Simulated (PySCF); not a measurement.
Calculated NMR parameters of C[Si](C)(O)O

```
Formula                               : C2H8O2Si
SMILES                                : C[Si](C)(O)O
InChI                                 : InChI=1S/C2H8O2Si/c1-5(2,3)4/h3-4H,1-2H3
Point group of the computed structure : C1
Degrees of unsaturation               : 0
Carbon signals                        : 1
Proton signals                        : 2
```

Molfile (atoms numbered from 1):
```
C2H8O2Si
     RDKit          3D

 13 12  0  0  0  0  0  0  0  0999 V2000
   -1.5978   -0.4260    0.2408 C   0  0  0  0  0  0  0  0  0  0  0  0
    0.0589    0.3953    0.0517 Si  0  0  0  0  0  4  0  0  0  0  0  0
    1.4144   -0.8749   -0.0471 C   0  0  0  0  0  0  0  0  0  0  0  0
    0.0962    1.3990   -1.2625 O   0  0  0  0  0  0  0  0  0  0  0  0
    0.3077    1.3903    1.3363 O   0  0  0  0  0  0  0  0  0  0  0  0
   -1.6611   -0.9457    1.2003 H   0  0  0  0  0  0  0  0  0  0  0  0
   -1.7745   -1.1637   -0.5471 H   0  0  0  0  0  0  0  0  0  0  0  0
   -2.4012    0.3135    0.2046 H   0  0  0  0  0  0  0  0  0  0  0  0
    1.2453   -1.5776   -0.8677 H   0  0  0  0  0  0  0  0  0  0  0  0
    2.3840   -0.3957   -0.2011 H   0  0  0  0  0  0  0  0  0  0  0  0
    1.4670   -1.4527    0.8795 H   0  0  0  0  0  0  0  0  0  0  0  0
   -0.0731    1.0270   -2.1276 H   0  0  0  0  0  0  0  0  0  0  0  0
    0.5396    2.2959    1.1291 H   0  0  0  0  0  0  0  0  0  0  0  0
  1  2  1  0
  2  3  1  0
  2  4  1  0
  2  5  1  0
  1  6  1  0
  1  7  1  0
  1  8  1  0
  3  9  1  0
  3 10  1  0
  3 11  1  0
  4 12  1  0
  5 13  1  0
M  END
```

[PySCF 2.14: σ from GIAO-B97-2/pcSseg-2; geometry: PBE0-D3(BJ)/def2-TZVP; a single conformation; rapidly exchanging positions averaged; in vacuum; relativity neglected]

Scale: 1H (σ = 31.64 ppm) and 13C (σ = 185.38 ppm) and 29Si (σ = 348.46 ppm) against TMS; H2O for 17O (σ = 327.66 ppm) (reference shieldings calculated alike).

| carbon | δC, type | δH (multiplicity) | HMBC from (2–3 bonds) | span of the C tensor (ppm) |
| --- | --- | --- | --- | --- |
| C1/C3 | 1.1, CH3 | 0.09 (s) | H6/H7/H8/H9/H10/H11 | 15 |

Other nuclei:
```json
{"atoms": "H12/H13", "nucleus": "1H", "environment": "hydrogen on an oxygen bonded to Si", "δ (ppm)": "1.20", "σ (ppm)": "30.44"}
{"atoms": "Si2", "nucleus": "29Si", "environment": "silicon bonded to 2 C, 2 O", "δ (ppm)": "3.9", "σ (ppm)": "344.5"}
{"atoms": "O4/O5", "nucleus": "17O", "environment": "oxygen bonded to Si, H", "δ (ppm)": "46.2", "σ (ppm)": "281.5"}
```

- Carbon types of the structure: 2 × CH3, leaving 2 H on heteroatoms.
- δC 1.1: methyl carbon bonded to Si; an electropositive neighbour leaves it electron-rich and shielded.
- δH 1.20: hydrogen on an oxygen bonded to Si; exchangeable, gas-phase position.
- δH 0.09: hydrogen on a methyl carbon bonded to Si; an electropositive neighbour shields it, as in TMS itself.

The OH or NH signal is concentration- and solvent-dependent in practice; the value given is the gas-phase one. Shifts are as computed. Against solution values, carbons near 30 ppm lie about +3 ppm off and those near 130 ppm about +7 ppm. Of 1211 compounds with measured shifts, 218 miss one by over three times the rms of a fit or turn the order of signals round; such compounds aren't used in these exercises. Experimental scales use liquid or dissolved standards, which lie at an offset from isolated H2O (liquid H2O: subtract about 36 ppm).
